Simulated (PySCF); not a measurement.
An unknown gives this computed stick spectrum. Method used: TDDFT wB97X-D/def2-SVPD, vertical, gas phase, core orbitals frozen in the response in PySCF 2.14.0, density-fitted response routines. Geometries: PBE0-D3(BJ)/def2-SVP, one conformer each.

```json
{"state": "S1", "E (eV)": "8.27", "f": "0.0090", "main configurations (H = HOMO, L = LUMO)": "H→L (88%)"}
{"state": "S2", "E (eV)": "8.52", "f": "0.025", "main configurations (H = HOMO, L = LUMO)": "H-1→L (80%)"}
{"state": "S3", "E (eV)": "8.60", "f": "0.043", "main configurations (H = HOMO, L = LUMO)": "H-2→L (71%)"}
{"state": "S4", "E (eV)": "8.62", "f": "0.025", "main configurations (H = HOMO, L = LUMO)": "H→L+1 (57%), H→L+2 (13%), H-2→L (12%)"}
{"state": "S5", "E (eV)": "8.80", "f": "0.0045", "main configurations (H = HOMO, L = LUMO)": "H→L+3 (54%), H→L+2 (15%), H-1→L+1 (10%)"}
{"state": "S6", "E (eV)": "8.82", "f": "0.0042", "main configurations (H = HOMO, L = LUMO)": "H-1→L+1 (58%), H-3→L (10%), H→L+3 (9%)"}
{"state": "S7", "E (eV)": "8.89", "f": "0.0059", "main configurations (H = HOMO, L = LUMO)": "H→L+2 (50%), H→L+1 (20%), H→L+3 (9%)"}
{"state": "S8", "E (eV)": "8.96", "f": "0.0093", "main configurations (H = HOMO, L = LUMO)": "H-2→L+1 (52%), H-1→L+3 (9%), H-2→L+2 (9%)"}
{"state": "S9", "E (eV)": "8.99", "f": "0.0002", "main configurations (H = HOMO, L = LUMO)": "H-1→L+2 (51%), H-1→L+3 (12%)"}
{"state": "S10", "E (eV)": "9.06", "f": "0.010", "main configurations (H = HOMO, L = LUMO)": "H-1→L+3 (61%), H-1→L+2 (12%)"}
```

Question: Which candidate is it?
A. `F[C@]12CCC[C@H]1CCC2`
B. `FC[C@H]1CCC12CCC2`
C. `C#CC#CC#C/C=C\F`

Answer: B. Its S1 lies at 8.27 eV; the nearest of the others has S1 at 8.92 eV. S1 is HOMO→LUMO (88%). Löwdin shares by element: HOMO carbon 58% or more (atoms not listed hold the other 42%); LUMO carbon 36% or more (atoms not listed hold the other 64%). At the same level the other candidates give, for their lowest levels:
- `C#CC#CC#C/C=C\F`: 3.52 eV (f 0.000); 3.67 eV (f 0.000); 3.68 eV (f 0.072); 5.43 eV (f 1.175); 5.46 eV (f 0.000); HOMO -8.35, LUMO -0.57 eV
- `F[C@]12CCC[C@H]1CCC2`: 8.92 eV (f 0.003); 8.99 eV (f 0.011); 9.09 eV (f 0.002); 9.12 eV (f 0.011); 9.28 eV (f 0.018); T1 8.70 eV; HOMO -10.39, LUMO 2.40 eV

Conformer computed: `[F:1][CH2:2][C@H:3]1[CH2:4][CH2:5][C:6]12[CH2:7][CH2:8][CH2:9]2`: F1–C2–C3–C4 71°.
Triplets come from the Tamm–Dancoff approximation.
